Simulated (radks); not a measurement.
Results of a calculation; reference values are marked as such.
Question: These are the eigenvalues of the occupied orbitals of an atom or ion with whole-number occupations (eV). Level of theory: Dirac Kohn-Sham, PBE, spin-unpolarised, spherical densities, finite nucleus; Fermi nuclear charge, rms radius of each element as measured or else 0.836 A^(1/3) + 0.57 fm (a radial shooting solver on a logarithmic mesh with Libxc functionals).

orbital  eigenvalue
1s1/2     -3901.125
2s1/2     -668.6350
2p1/2     -606.8975
2p3/2     -603.5220

Which element is it, and in what charge state? The configuration may be excited. Open shells, if any, fill j = l - 1/2 first.

Answer: Z = 19, potassium, charge +11: K11+ in [He] 2s2 2p4. The list shows which subshells hold electrons but not how many an open one holds; the 1s level, -143.36 hartree, gives Z - s = 16.9 by -(Z - s)^2/2, which with screening and relativity narrows Z to a few neighbours, and the depths of the outer levels then fix element, charge and occupations together.
